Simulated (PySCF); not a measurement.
Al(Me)(OMe)(SH) (C2H7AlOS), SMILES C[O][Al]([CH3])[SH].

Coordinates come from a TPSSh-D3(BJ)/def2-SVP optimisation. The structure was generated by enumeration; whether it is a known compound was not checked. The values are those of a single conformer.

Calculation: PySCF 2.14.0 with TPSSh-D3(BJ)/def2-SVP.

Frequencies are harmonic and unscaled.

```tsv
mode	ν (cm⁻¹)	IR (km/mol)	moving atoms (share of kinetic energy)
1	24	0.1	H 98 %
2	50	0.3	H 97 %
3	74	5.8	C 42 %, S 27 %, H 23 %
4	103	5.3	O 37 %, H 30 %, C 25 %
5	144	3.3	C 38 %, H 30 %, S 15 %, Al 11 %
6	202	42.3	Al 45 %, H 31 %, O 12 %
7	232	15.5	O 53 %, C 14 %, H 11 %, S 11 %, Al 11 %
8	240	0.3	H 76 %, O 13 %, Al 11 %
9	428	13.2	S 42 %, C 22 %, Al 17 %, H 11 %, O 8 %
10	595	4.9	H 65 %, C 23 %, Al 9 %
11	649	54.0	H 51 %, Al 16 %, C 13 %, O 11 %, S 9 %
12	664	41.6	H 76 %, C 18 %
13	702	119.6	H 47 %, Al 26 %, C 25 %
14	775	88.3	Al 47 %, H 23 %, C 21 %, O 9 %
15	1179	80.5	H 60 %, C 24 %, O 16 %
16	1190	0.5	H 77 %, C 18 %
17	1228	82.2	H 53 %, C 24 %, O 21 %
18	1236	239.8	H 44 %, O 28 %, C 26 %
19	1446	0.3	H 96 %
20	1447	2.6	H 95 %
21	1491	13.8	H 89 %, C 9 %
22	1493	0.7	H 96 %
23	1499	9.6	H 95 %
24	2684	1.3	H 97 %
25	2987	100.3	H 98 %
26	3021	4.4	H 97 %
27	3062	55.5	H 90 %, C 10 %
28	3073	44.7	H 90 %, C 10 %
29	3105	6.1	H 91 %, C 9 %
30	3124	6.2	H 91 %, C 9 %
```
